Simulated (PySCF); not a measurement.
C₃H₇BO₂, SMILES C[C@H]1OCB1O.

Geometry optimised at B3LYP-D3(BJ)/def2-SVP. The structure was generated by enumeration; whether it is a known compound was not checked. One conformer was computed; it need not be the lowest.

Two levels are set side by side: PBE/def2-TZVP (PySCF) and M06-2X/def2-TZVP (PySCF). Same geometry, gas phase. Differences are taken from unrounded values.

```tsv
quantity	PBE
orbital gap (eV)	4.51
highest occupied level (eV)	-5.54
lowest empty level (eV)	-1.04
dipole moment (D)	2.45
mean polarisability (bohr³)	58.5
```

Question: These are the PBE values. What does M06-2X give? (Estimate from the structure and the level; the computed values follow.)

Answer: 
```tsv
quantity	M06-2X	PBE minus M06-2X
orbital gap (eV)	9.64	-5.13
highest occupied level (eV)	-8.77	3.22
lowest empty level (eV)	0.87	-1.91
dipole moment (D)	2.59	-0.13
mean polarisability (bohr³)	54.7	3.8
```

PBE's occupied levels lie high since its potential decays too fast outside the molecule; exact exchange lowers them and widens the gap. PBE's more diffuse valence density responds more strongly to a field. Differences between two approximate levels are no errors against the true value.

Rough cost on one machine, each run with all the roots and properties that it gave: M06-2X against PBE about 3 times.
